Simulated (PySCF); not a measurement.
# Working out the excitation energy of B⁺

B⁺ [He] 2s2 (1S) → B⁺ [He] 2p2 (3P). Computed with PySCF 2.14 in def2-TZVPPD (6s3p3d1f, 37 functions), with no relativity, point nucleus. Frozen: 1s2. Energies in hartree (1 hartree = 27.21139 eV):

```tsv
part	B⁺ (lower)	B⁺ (upper)
UHF	-24.236833	-23.834780
CCSD correlation	-0.059485	-0.008940
(T)	0.000000	0.000000
```

Question: What does Hartree-Fock give?

Answer: (-23.834780) − (-24.236833) = 0.402053 hartree = 10.940 eV.

Question: What do CCSD and CCSD(T) give?

Answer: The CCSD correlation energies differ by 0.050545 hartree = 1.375 eV and the triples by 0.000000 hartree = 0.000 eV, so CCSD gives 12.315 eV and CCSD(T) 12.315 eV.

Measured between the centres of the two terms (NIST): 12.265 eV, so CCSD(T) (valence) is off by 0.050 eV.

The coupled-cluster amplitudes are large, so a single reference is strained.

What remains against the reference includes basis incompleteness, the frozen core and higher excitations.
